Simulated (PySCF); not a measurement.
A species of formula C2H8FNSi has this rotational fingerprint, computed with PBE0/def2-SVPD in PySCF (dipole) on a GFN2-xTB geometry, gas phase:

| Property | Result |
| --- | --- |
| Rotational constants | A = 5344, B = 2617, C = 2464 MHz |
| Dipole components | \|μa\| = 0.94 D, \|μb\| = 0.83 D, \|μc\| = 0.03 D |
| Inertial defect | -82.55 u·Å² |
| κ | -0.89 |

Task: Which structure is it? (One computed conformer of each.)
A. `[CH3:1][C@H:2]([F:3])[SiH2:4][NH2:5]` with C1–C2–Si4–N5 60°, C2–Si4–N5–H 180° and 41°
B. `[CH3:1][CH2:2][Si@H:3]([NH2:4])[F:5]` with C1–C2–Si3–N4 -69°, C2–Si3–N4–H 57° and -161°
C. `[CH3:1][CH2:2][NH:3][SiH2:4][F:5]` with C1–C2–N3–Si4 86°, C2–N3–Si4–F5 49°

Result: A. It is C[C@H](F)[SiH2]N, an asymmetric top, point group C1. The candidates at the same level (rigid rotor, commonest isotopes):

```tsv
SMILES	A (MHz)	B (MHz)	C (MHz)	μa (D)	μb (D)	μc (D)	Δ (u·Å²)	point group	rotor
CC[Si@H](N)F	6143	2563	2015	1.59	1.70	0.59	-28.64	C1	asymmetric top
C[C@H](F)[SiH2]N	5344	2617	2464	0.94	0.83	0.03	-82.55	C1	asymmetric top
CCN[SiH2]F	7745	2127	1988	1.83	1.57	0.20	-48.66	C1	near-prolate asymmetric top
```

`CC[Si@H](N)F` has C 18 % too low; `CCN[SiH2]F` has A 45 % too high. No structure here is proved a minimum.
